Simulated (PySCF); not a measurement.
**H$_{3}$OSi, SMILES `O[SiH2]` (charge 0, multiplicity 2)**

Method: ωB97X-D3(BJ)/def2-TZVP // B3LYP-D3(BJ)/def2-TZVP (PySCF).

* **highest occupied spin orbital**: -8.15 eV
* **dipole moment**: 1.38 D
* **total energy**: -366.5780 Ha
* **cost**: very roughly 28 core-seconds

```xyz
5

O      1.0034    -0.4923    -0.1172
Si    -0.4906     0.0167     0.3930
H      1.7480     0.1030     0.0040
H     -1.4476    -0.9950    -0.1213
H     -0.8132     1.3676    -0.1585
```
Charge 0, spin multiplicity 2.
